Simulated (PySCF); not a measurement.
**Name the molecule from its bond curve**

A diatomic of charge 0 contains Sn. Its singlet curve at PBE0 in a double-zeta basis (scalar-relativistic core potentials, PySCF), in eV from the separated fragments:

```tsv
R (Å)	E (eV)
1.588	-3.058
1.661	-4.120
1.735	-4.700
1.791	-4.903
1.846	-4.956
1.901	-4.895
1.975	-4.683
2.067	-4.275
2.178	-3.664
2.326	-2.769
```

The fit gives ωe = 855 cm⁻¹ and the rotational constant Bₑ = 0.3522 cm⁻¹.

Q: Which atom is the partner?

A: The minimum lies at 1.842 Å, so the reduced mass is 16.8576 u Å² cm⁻¹/(Bₑ·Re²) = 14.11 u. With Sn at 119.90 u the partner weighs about 16.0 u: O. The molecule is SnO.

Spin–orbit coupling is left out.
